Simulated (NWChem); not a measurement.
Species: TeCl$_{3}$, doublet; SMILES Cl[Te](Cl)Cl

In the optimisation the excess spin sits in a' (Cs, its own frame). This spin state was assumed; another may lie lower. def2 effective core potentials on Te; no spin-orbit coupling.

Question: Give the equilibrium geometry at PBE-D3(BJ)/def2-SVP with def2 effective core potentials on Te, spin-unrestricted (NWChem) as an XYZ file, with the point group.

Answer: point group Cs; any orientation.
```
4

Te     0.3165    -0.0037     0.0000
Cl     0.4759    -0.2956     2.4614
Cl     0.4759    -0.2956    -2.4614
Cl    -2.0620     0.0969     0.0000
```
